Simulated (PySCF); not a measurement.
# How methods differ on the interval between two levels of Pt²⁺

Pt²⁺ [Xe] 4f14 5d8 [3F4, M_J = 4] → Pt²⁺ [Xe] 4f14 5d7 6p1 [5G6, M_J = 6], as a difference of total energies. Computed with PySCF 2.14 in x2c-TZVPall-2c with one added diffuse shell each of s, p, d type (12s12p11d2f, 117 functions), with the two-component X2C-1e Hamiltonian. Correlated levels: [Kr] 4d10 4f14 frozen; the 34 highest virtual spinors dropped. "Screened" scales the spin-orbit matrix elements by Boettger's factors to mimic the two-electron term; Breit and QED terms are absent.

```csv
method,interval between two levels (cm⁻¹)
GHF (screened spin-orbit),86719
GMP2 (screened spin-orbit),90816
```

The labels give the starting determinants; with spin-orbit coupling the two ends relaxed to ⟨J²⟩ = 20.01, ⟨L²⟩ = 12.45, ⟨S²⟩ = 2.09 and ⟨J²⟩ = 42.01, ⟨L²⟩ = 21.65, ⟨S²⟩ = 5.59.
